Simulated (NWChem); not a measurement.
Everything below was run with NWChem. System: H₄Cl₂OSi₂, charge 0, spin multiplicity 1, displaced from the optimised geometry. The structure started from a generated list of species.

Input file:

```
start mol
memory heap 200 mb stack 800 mb global 1000 mb
geometry units angstroms nocenter noautoz noautosym
  O     -1.065791     1.774250    -0.462915
  Si    -0.787069     0.422467     0.509632
  Cl    -2.454640    -0.892412     0.490895
  Si     1.014609    -0.793773    -0.464853
  Cl     2.787583     0.358369    -0.320594
  H     -1.698697     2.450766    -0.137102
  H     -0.573049     0.819075     1.962584
  H      1.225404    -2.100247     0.284300
  H      0.727086    -1.086573    -1.928478
end
basis spherical
  * library def2-svp
end
dft
  xc pbe0
  semidirect memsize 60000000 filesize 0
  iterations 100
  convergence nodiis damp 40
end
task dft gradient
```

The output up to the point where the run's verdict is printed (cleaned and shortened):

```
             Northwest Computational Chemistry Package (NWChem) 7.3.0
             --------------------------------------------------------

                                NWChem Input Module
                                -------------------

 Scaling coordinates for geometry "geometry" by  1.889725989
 (inverse scale =  0.529177249)

                             Geometry "geometry" -> ""
                             -------------------------

 Output coordinates in angstroms (scale by  1.889725989 to convert to a.u.)

  No.       Tag          Charge          X              Y              Z
 ---- ---------------- ---------- -------------- -------------- --------------
    1 O                    8.0000    -1.06579100     1.77425000    -0.46291500
    2 Si                  14.0000    -0.78706900     0.42246700     0.50963200
    3 Cl                  17.0000    -2.45464000    -0.89241200     0.49089500
    4 Si                  14.0000     1.01460900    -0.79377300    -0.46485300
    5 Cl                  17.0000     2.78758300     0.35836900    -0.32059400
    6 H                    1.0000    -1.69869700     2.45076600    -0.13710200
    7 H                    1.0000    -0.57304900     0.81907500     1.96258400
    8 H                    1.0000     1.22540400    -2.10024700     0.28430000
    9 H                    1.0000     0.72708600    -1.08657300    -1.92847800

 Effective nuclear repulsion energy (a.u.)     408.4785157835

            Nuclear Dipole moment (a.u.)
            ----------------------------
        X                 Y               Z
 ---------------- ---------------- ----------------
     0.0000132281     0.0000113384     0.0000132281


 Summary of "ao basis" -> "" (spherical)
 ------------------------------------------------------------------------------
       Tag                 Description            Shells   Functions and Types
 ---------------- ------------------------------  ------  ---------------------
 *                          def2-svp                  on all atoms

                                 NWChem DFT Module
                                 -----------------
[...]
 d= 0,ls=0.0         52  -1109.1488596455  4.59D+01  6.24D-01              38.6
 d= 0,ls=0.0         53  -1155.0868854469 -4.59D+01  6.24D-01              39.3
 d= 0,ls=0.0         54  -1109.1488596455  4.59D+01  6.24D-01              40.0
 d= 0,ls=0.0         55  -1155.0868854469 -4.59D+01  6.24D-01              40.6
 d= 0,ls=0.0         56  -1109.1488596455  4.59D+01  6.24D-01              41.3
 d= 0,ls=0.0         57  -1155.0868854469 -4.59D+01  6.24D-01              42.1
 d= 0,ls=0.0         58  -1109.1488596455  4.59D+01  6.24D-01              42.9
 d= 0,ls=0.0         59  -1155.0868854469 -4.59D+01  6.24D-01              43.6
 d= 0,ls=0.0         60  -1109.1488596455  4.59D+01  6.24D-01              44.4
 d= 0,ls=0.0         61  -1155.0868854469 -4.59D+01  6.24D-01              45.1
 d= 0,ls=0.0         62  -1109.1488596455  4.59D+01  6.24D-01              45.9
 d= 0,ls=0.0         63  -1155.0868854469 -4.59D+01  6.24D-01              46.5
 d= 0,ls=0.0         64  -1109.1488596455  4.59D+01  6.24D-01              47.2
 d= 0,ls=0.0         65  -1155.0868854469 -4.59D+01  6.24D-01              48.0
 d= 0,ls=0.0         66  -1109.1488596455  4.59D+01  6.24D-01              48.6
 d= 0,ls=0.0         67  -1155.0868854469 -4.59D+01  6.24D-01              49.3
 d= 0,ls=0.0         68  -1109.1488596455  4.59D+01  6.24D-01              50.0
 d= 0,ls=0.0         69  -1155.0868854469 -4.59D+01  6.24D-01              50.7
 d= 0,ls=0.0         70  -1109.1488596455  4.59D+01  6.24D-01              51.4
 d= 0,ls=0.0         71  -1155.0868854469 -4.59D+01  6.24D-01              52.1
 d= 0,ls=0.0         72  -1109.1488596455  4.59D+01  6.24D-01              52.7
 d= 0,ls=0.0         73  -1155.0868854469 -4.59D+01  6.24D-01              53.4
 d= 0,ls=0.0         74  -1109.1488596455  4.59D+01  6.24D-01              54.0
 d= 0,ls=0.0         75  -1155.0868854469 -4.59D+01  6.24D-01              54.8
 d= 0,ls=0.0         76  -1109.1488596455  4.59D+01  6.24D-01              55.6
 d= 0,ls=0.0         77  -1155.0868854469 -4.59D+01  6.24D-01              56.4
 d= 0,ls=0.0         78  -1109.1488596455  4.59D+01  6.24D-01              57.1
 d= 0,ls=0.0         79  -1155.0868854469 -4.59D+01  6.24D-01              57.9
 d= 0,ls=0.0         80  -1109.1488596455  4.59D+01  6.24D-01              58.6
 d= 0,ls=0.0         81  -1155.0868854469 -4.59D+01  6.24D-01              59.2
 d= 0,ls=0.0         82  -1109.1488596455  4.59D+01  6.24D-01              59.9
 d= 0,ls=0.0         83  -1155.0868854469 -4.59D+01  6.24D-01              60.6
 d= 0,ls=0.0         84  -1109.1488596455  4.59D+01  6.24D-01              61.4
 d= 0,ls=0.0         85  -1155.0868854469 -4.59D+01  6.24D-01              62.1
 d= 0,ls=0.0         86  -1109.1488596455  4.59D+01  6.24D-01              62.8
 d= 0,ls=0.0         87  -1155.0868854469 -4.59D+01  6.24D-01              63.5
 d= 0,ls=0.0         88  -1109.1488596455  4.59D+01  6.24D-01              64.2
 d= 0,ls=0.0         89  -1155.0868854469 -4.59D+01  6.24D-01              65.0
 d= 0,ls=0.0         90  -1109.1488596455  4.59D+01  6.24D-01              65.8
 d= 0,ls=0.0         91  -1155.0868854469 -4.59D+01  6.24D-01              66.6
 d= 0,ls=0.0         92  -1109.1488596455  4.59D+01  6.24D-01              67.3
 d= 0,ls=0.0         93  -1155.0868854469 -4.59D+01  6.24D-01              68.1
 d= 0,ls=0.0         94  -1109.1488596455  4.59D+01  6.24D-01              68.9
 d= 0,ls=0.0         95  -1155.0868854469 -4.59D+01  6.24D-01              69.7
 d= 0,ls=0.0         96  -1109.1488596455  4.59D+01  6.24D-01              70.4
 d= 0,ls=0.0         97  -1155.0868854469 -4.59D+01  6.24D-01              71.1
 d= 0,ls=0.0         98  -1109.1488596455  4.59D+01  6.24D-01              71.9
 d= 0,ls=0.0         99  -1155.0868854469 -4.59D+01  6.24D-01              72.8
 d= 0,ls=0.0        100  -1109.1488596455  4.59D+01  6.24D-01              73.5
```

The run did not converge; its last values are not results. The next line reads: Calculation failed to converge. NWChem stopped with the message: dft gradient failed.
